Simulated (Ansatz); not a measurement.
The lowest singlet and triplet of OH (SMILES [OH+]); geometries from B3LYP-D3(BJ)/def2-TZVP, each state relaxed from the structure named, with no frequency check, low spin by broken symmetry.
Singlet (charge 1, multiplicity 1):
```xyz
2

O      0.0000     0.0000    -0.1156
H      0.0000     0.0000     0.9250
```
Triplet (charge 1, multiplicity 3):
```xyz
2

O      0.00000     0.00000    -0.11563
H      0.00000     0.00000     0.92500
```

A positive gap puts the triplet lower; no zero-point energy. R- takes a restricted singlet, here one determinant of a half-filled degenerate or near-degenerate pair, which mixes singlet states. U- takes an unrestricted singlet (broken symmetry where lower, unprojected). The triplet is unrestricted in single-reference levels. Active spaces average the two states.

Frozen-core correlation.

Codes used: Ansatz (a first-principles code). Each number belongs to the level named beside it.

```
level                                   gap E(singlet) − E(triplet), adiabatic (eV)
--------------------------------------  -------------------------------------------
U-PBE/def2-TZVPP (spin-contaminated)                                          0.779
R-B3LYP/def2-TZVPP                                                            3.003
U-B3LYP/def2-TZVPP (spin-contaminated)                                        0.779
R-wB97M-V/def2-TZVPP                                                          2.809
R-MP2/cc-pVTZ                                                                   ___
R-SCS-MP2/cc-pVDZ                                                               ___
R-CCSDT/cc-pVQZ                                                               2.215
FIC-MRCISD+Q on SA-CASSCF(6,5)/cc-pVDZ                                        2.368
FCI/cc-pVDZ                                                                   2.372
```

Q: Fill in the missing entries.

A: 
- R-MP2/cc-pVTZ, gap E(singlet) − E(triplet), adiabatic (eV): 3.148
- R-SCS-MP2/cc-pVDZ, gap E(singlet) − E(triplet), adiabatic (eV): 3.084

Doubts at one or more of the structures used: a restricted determinant that unrestricted orbitals would lower (R-B3LYP/def2-TZVPP, R-wB97M-V/def2-TZVPP, R-MP2/cc-pVTZ, R-SCS-MP2/cc-pVDZ, R-CCSDT/cc-pVQZ); other coupled-cluster roots lie near (R-CCSDT/cc-pVQZ).
